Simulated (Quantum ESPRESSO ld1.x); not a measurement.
Question: Kr29+, 7 electrons, occupied as [He] 2s2 2p3. Calculated with ld1.x of Quantum ESPRESSO 7.5: non-relativistic Kohn-Sham, LDA (Slater exchange, Perdew-Zunger correlation), spin-polarised, spherical densities, point nucleus; open shells are filled with parallel spins first. Some entries of the table are withheld. Estimate them.

| orbital | occ. | eigenvalue (hartree) | <1/r> (bohr^-1) | <r^2> (bohr^2) |
|---|---|---|---|---|
| 1s up | 1 | -579.392 | 35.50 | 0.002406 |
| 1s down | 1 | -578.444 | 35.54 | 0.002399 |
| 2s up | 1 | -125.962 | 8.336 | 0.03727 |
| 2s down | 1 | -124.546 | 8.280 | 0.03766 |
| 2p up | 3 | -121.789 | 8.288 | 0.02788 |
| 2p down | 0 | -120.047 | 8.247 | 0.02827 |
| 3s up | 0 | -52.3016 | 3.535 | 0.1994 |
| 3s down | 0 | -51.9607 | 3.513 | 0.2017 |
| 3p up | 0 | -50.9193 | 3.504 | (1) |
| 3p down | 0 | -50.5171 | 3.483 | (2) |

Answer: 
(1) 3p up <r^2> (bohr^2): 0.1813
(2) 3p down <r^2> (bohr^2): 0.1839
